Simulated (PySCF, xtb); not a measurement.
(E)-1-chloro-3,3-difluoroprop-1-ene (C₃H₃ClF₂), SMILES C(/C(F)F)=C\Cl.

GFN2-xTB (xtb) at its own geometry gives an orbital gap of 4.49 eV and a dipole moment of 2.09 D.

The structure is a stationary point at PBE-D3(BJ)/def2-SVP. The values are those of a single conformer.

Problem. What does B3LYP/def2-TZVP run with PySCF give? (An estimate is asked for; the answer gives what the named calculation found.)

Solution. gap 6.52 eV (levels -7.70 and -1.19 eV), dipole 1.49 D.
